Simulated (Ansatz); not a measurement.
Consider the atomization: `C1N[SiH2]O1` → C• + 5 H• + N• + O• + Si•.

Calculated with Ansatz (gas phase, PBE0-D4/def2-TZVP geometries, no zero-point term in ΔE). CCSD(T)/CBS is the MP2 limit (def2-TZVPP, def2-QZVPP) plus CCSD(T) − MP2 in def2-TZVPP, frozen cores. This one scheme is used for every species, atoms too. No spin–orbit coupling; open shells (•) take unrestricted orbitals. Spin–orbit coupling would lower the free atoms: a little for C, O, Si.

```csv
species,CCSD(T)/CBS(def2) energy (Eh)
`C1N[SiH2]O1`,-460.03231
C•,-37.79194
H•,-0.50000
N•,-54.53257
O•,-75.00631
Si•,-288.94402
```

Q: Work out ΔE.

A: ΔE = 5 × (-0.50000) + (-37.79194) + (-54.53257) + (-75.00631) + (-288.94402) − (-460.03231) = 1.25747 Eh = +3301.5 kJ/mol.

Largest T1 diagnostic among the species: 0.012.

Leaving LDA and LC-ωPBE aside and taking each functional with its dispersion term where it has one, the values, not all of them listed here, spread over 170.5 kJ/mol, from BHLYP-D4 to PBE-D4. LDA lies +460.0 kJ/mol from PBE without D4, its usual overbinding. From r2SCAN to r2SCAN0 (25 % exact exchange), in def2-TZVPP and without D4, ΔE moves by −59.5 kJ/mol: exact exchange takes away binding that semilocal exchange gives to molecules. At CCSD(T), def2-SVP lies −253.7 kJ/mol from the extrapolated value and def2-TZVPP −103.9 kJ/mol: correlation converges slowly with the basis, and small sets miss more of it in the bonded molecule than in its fragments.

For atomizations the MP2-based limit and the directly extrapolated one differ by several kJ/mol either way, and by 10 to 25 for some Ge, Se and Sn compounds, so smaller differences from it don't rank the levels.
